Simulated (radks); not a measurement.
The numbers below are computed, except where a source is named.
Ionisation of Eu44+, [Ar] 3d1, to Eu45+, [Ar], under several functionals. Scalar-relativistic Kohn-Sham, spin-unpolarised, spherical densities, point nucleus; a radial shooting solver on a logarithmic mesh with Libxc functionals.

functional                                        E(Eu44+) (hartree)  Exc (hartree)  IE (eV)  -e(HOMO) (eV)  <r> HOMO (bohr)  IE error (eV)
RPBE                                                      -9163.1533      -149.7993   3489.4         3433.1           0.2011          -20.6
exchange-only B88                                         -9162.4602      -149.0974   3488.4         3432.0           0.2011          -21.6
HCTH/407                                                  -9164.1300      -150.8372   3496.9         3440.8           0.2009          -13.1
BLYP                                                      -9163.4665      -150.1041   3490.1         3433.7           0.2011          -19.9
LDA (Slater exchange, Perdew-Zunger correlation)          -9154.8175      -141.4442   3490.1         3433.7           0.2010          -19.9

NIST Atomic Spectra Database: 3510 eV (theoretical). Closest: HCTH/407. The Delta-SCF values span 8.47 eV, the total energies 9.31 hartree. The highest occupied level is 3d. Spin polarisation and multiplet splitting are left out, so open shells lie too high by an amount that depends on their filling. Spin-orbit splitting is averaged out at the scalar-relativistic level.

Beside tabulated values, note that spin-unpolarised runs miss the spin-polarisation part of the exchange energy of open shells.
